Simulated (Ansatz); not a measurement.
`[F][GeH]([Cl])[N]([SiH3])[SiH3]` + CH₃NH₂ → `C[NH][GeH]([F])[Cl]` + `[SiH3]N[SiH3]` at 500 K and 1 bar (ligand exchange at a Ge–N bond).

Calculated with Ansatz (gas phase, PBE0-D4/def2-TZVP geometries, no zero-point term in ΔE). CBS: MP2 limit from def2 TZ/QZ plus the TZ coupled-cluster correction, frozen cores. This one scheme is used for every species. For Ge outer-core shells are correlated without core-valence functions, which leaves a few kJ/mol of doubt a bond. Scalar relativity is left out up to krypton. Each species was taken in one conformer, which may not be the lowest.

```
                          species  CCSD(T)/CBS energy (Eh)  H − E (kJ/mol)  S (J/(mol·K))
`[F][GeH]([Cl])[N]([SiH3])[SiH3]`              -3272.89201           248.1          532.0
                           CH₃NH₂                -95.75281           191.8          270.3
            `C[NH][GeH]([F])[Cl]`              -2731.53480           221.8          432.5
                  `[SiH3]N[SiH3]`               -637.10515           216.0          394.7
```

H − E and S are ideal-gas, rigid-rotor, harmonic terms from PBE0-D4/def2-TZVP, for one conformer and one mirror image of each species. 1 Eh = 2625.50 kJ/mol, R = 8.31446 J/(mol·K).

By hand: ΔE, ΔH, ΔS and ΔG.

ΔE = (-2731.53480) + (-637.10515) − (-3272.89201) − (-95.75281) = 0.00487 Eh = 12.8 kJ/mol. Δ(H − E) = 221.8 + 216.0 − 248.1 − 191.8 = -2.1, so ΔH = 10.7 kJ/mol. ΔS = 432.5 + 394.7 − 532.0 − 270.3 = 24.9 J/(mol·K). ΔG = 10.7 − 500 × (24.9)/1000 = -1.8 kJ/mol.

By hand: the equilibrium constant, and the temperature at which ΔG would vanish if ΔH and ΔS stayed fixed.

log₁₀ K = −ΔG/(RT ln 10) = 0.2. ΔG = 0 at ΔH/ΔS = 430 K.

TΔS isn't small against ΔH here. The sign of ΔG lies within the doubt. A doubt of 5 kJ/mol in ΔE shifts log₁₀ K by 0.5 here. Other conformers and mirror images would add mixing entropy, several J/(mol·K) or more a flexible species. Modes under 60 cm⁻¹, often nearly free rotors, make the harmonic entropy too high. These are equilibria of isolated gas molecules and say nothing of rates. Largest T1 diagnostic: 0.012 (customary marks: 0.02 for closed shells, 0.045 for open ones).
